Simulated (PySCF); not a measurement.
**BrF₃: calculation against measurement**

Isolated BrF₃, optimised in PySCF with density fitting and no spin–orbit coupling; def2 sets carry scalar-relativistic core potentials from Rb on. All levels below give a singlet of C2v symmetry: PBE0/def2-TZVP Br–F 1.722 Å, Br–F 1.809 Å (×2), F–Br–F 85.8° (×2), F–Br–F 171.6°; B3LYP/def2-TZVP Br–F 1.743 Å, Br–F 1.832 Å (×2), F–Br–F 86.3° (×2), F–Br–F 172.6°; PBE/def2-TZVP Br–F 1.768 Å, Br–F 1.850 Å (×2), F–Br–F 87.3° (×2), F–Br–F 174.6°.

Counting electrons, bromine keeps 4 of its valence electrons outside its bonds, so the VSEPR class is AX3E2 and the expected shape is T-shaped (C2v), as computed.

Q: The tabulated gas-phase entropy at 298.15 K and 1 bar is 292.31 J/(mol K) (Chase, 1998, NIST Chemistry WebBook). What do rigid-rotor harmonic-oscillator sums give?

A: PBE0/def2-TZVP 294.4, B3LYP/def2-TZVP 296.7, PBE/def2-TZVP 299.4 J/(mol K).

Q: ΔfH°(298 K) is -255.59 kJ/mol (Chase, 1998, NIST Chemistry WebBook), and for the gaseous atoms Br 111.8, F 79.3 kJ/mol (tabulated in the package mendeleev). Compare the atomisation enthalpy with the calculations.

A: From the tables it is 111.8 + 3 × 79.3 − (-255.6) = 605 kJ/mol. To a computed De one adds −ZPE (-16.5), the atoms' spin–orbit lowering from NIST levels (-19.5) and the thermal terms (11.2), all taken at PBE0/def2-TZVP.
| level | De (kJ/mol) | ΔatH°(298 K) | computed − tabulated |
| --- | --- | --- | --- |
| PBE0/def2-TZVP | 619 | 594 | -12 |
| B3LYP/def2-TZVP | 618 | 593 | -12 |
| PBE/def2-TZVP | 766 | 741 | 136 |
